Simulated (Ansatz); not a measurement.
Ansatz (an electronic-structure program) input (CCSD(T)/aug-cc-pV(D+d)Z):
A basis named .json is the Basis Set Exchange file of that set.

Ansatz 0.2 input:
```yaml
crystal:
  periodic: [false, false, false]
  atoms:
    - {symbol: Si, position_ang: [-1.99269095, 0.35017042, 0.03442806]}
    - {symbol: C, position_ang: [-0.20465711, 0.02607867, -0.00006342]}
    - {symbol: C, position_ang: [0.31551791, -1.20527606, -0.42411798]}
    - {symbol: O, position_ang: [1.72035983, -1.04100032, -0.29868703]}
    - {symbol: C, position_ang: [2.01498699, 0.20726938, 0.16958360]}
    - {symbol: C, position_ang: [0.87835534, 0.91064479, 0.37260182]}
    - {symbol: H, position_ang: [-2.53773367, 0.71475021, 1.38774401]}
    - {symbol: H, position_ang: [-2.43515965, 1.51437801, -0.80836266]}
    - {symbol: H, position_ang: [-2.79530956, -0.81360191, -0.42680297]}
    - {symbol: H, position_ang: [3.05827759, 0.45164784, 0.30729381]}
    - {symbol: H, position_ang: [0.81950105, 1.92614177, 0.73960708]}
basis:
  gaussian:
    orbitals: aug-cc-pV_D+d_Z.json
total_charge: -1
magnetization: {spin_polarized: false}
correlation: {method: ccsd_t, electrons: outside_noble_gas}
output: {forces: true}
```

Output:

```
Functional definition: HF
integrals: 0.91 GiB planned
1942 factors; integrals over basis functions are off by at most 6.2e-4 eV
1.16 GiB of device memory are held for the factors and their scratch space
mean field: 1.14 GiB planned
mean field evaluation 1: about -14095.7352 eV, gradient 2.9e1 eV
mean field evaluation 2: about -14095.7675 eV, gradient 3.0e1 eV
mean field evaluation 4: about -14098.9238 eV, gradient 6.4e0 eV
mean field evaluation 8: about -14099.0585 eV, gradient 5.3e-1 eV
mean field evaluation 16: about -14098.3749 eV, gradient 1.4e1 eV
mean field -14099.06049887 eV, -518.1309166470 hartree, gradient 4.1e-6 eV, S^2 0.000000; 0 other end points of the search recorded, 0 dependent functions left out
10 core orbitals not correlated
reference -14099.06049887 eV, -518.1309166470 hartree; 16, 16 occupied and 166, 166 virtual orbitals, 1942 factors
densities: 6.37 GiB planned
second order -23.27382354 eV of doubles, -0.00000000 eV of singles
coupled cluster: 4.85 GiB planned
cycle   1  -23.39606342 eV  change   -1.2e-1 eV  update   1.4e-1
cycle   2  -24.15843140 eV  change   -7.6e-1 eV  update   4.6e-2
cycle   3  -24.36468021 eV  change   -2.1e-1 eV  update   2.7e-2
cycle   4  -24.35328544 eV  change    1.1e-2 eV  update   8.7e-3
cycle   5  -24.34763663 eV  change    5.6e-3 eV  update   4.7e-3
cycle   6  -24.34901147 eV  change   -1.4e-3 eV  update   1.9e-3
cycle   7  -24.34860676 eV  change    4.0e-4 eV  update   8.4e-4
cycle   8  -24.34810198 eV  change    5.0e-4 eV  update   3.4e-4
cycle   9  -24.34814096 eV  change   -3.9e-5 eV  update   1.4e-4
cycle  10  -24.34829418 eV  change   -1.5e-4 eV  update   6.1e-5
cycle  11  -24.34820475 eV  change    8.9e-5 eV  update   3.1e-5
cycle  12  -24.34821072 eV  change   -6.0e-6 eV  update   1.5e-5
cycle  13  -24.34821259 eV  change   -1.9e-6 eV  update   7.2e-6
cycle  14  -24.34821215 eV  change    4.4e-7 eV  update   3.3e-6
perturbative correction -1.13562231 eV, -0.0417333502 hartree
the calculation of the forces begins
1.16 GiB of device memory are held for the factors and their scratch space
Total energy: -14124.54433333 eV, -519.0674302899 hartree
Atom 0 at    -1.992691     0.350170     0.034428 Å, force    -0.392773     0.083831     0.012179 eV/Å
Atom 1 at    -0.204657     0.026079    -0.000063 Å, force    -0.581240     0.347762     0.099476 eV/Å
Atom 2 at     0.315518    -1.205276    -0.424118 Å, force    -0.273974    -0.898080    -0.339798 eV/Å
Atom 3 at     1.720360    -1.041000    -0.298687 Å, force     0.676732    -0.678182    -0.215325 eV/Å
Atom 4 at     2.014987     0.207269     0.169584 Å, force     0.738626    -0.206076    -0.040535 eV/Å
Atom 5 at     0.878355     0.910645     0.372602 Å, force    -0.535826     0.733657     0.242106 eV/Å
Atom 6 at    -2.537734     0.714750     1.387744 Å, force    -0.025657     0.022870     0.113652 eV/Å
Atom 7 at    -2.435160     1.514378    -0.808363 Å, force    -0.016888     0.091231    -0.074094 eV/Å
Atom 8 at    -2.795310    -0.813602    -0.426803 Å, force    -0.070033    -0.119931    -0.046939 eV/Å
Atom 9 at     3.058278     0.451648     0.307294 Å, force     0.492412     0.109585     0.062900 eV/Å
Atom 10 at     0.819501     1.926142     0.739607 Å, force    -0.011380     0.513332     0.186378 eV/Å
Dipole moment:     0.122607     0.833770     0.309312 e Å
```

It need not be the lowest isomer of its formula. Whether it binds its extra electron was not tested at this geometry.
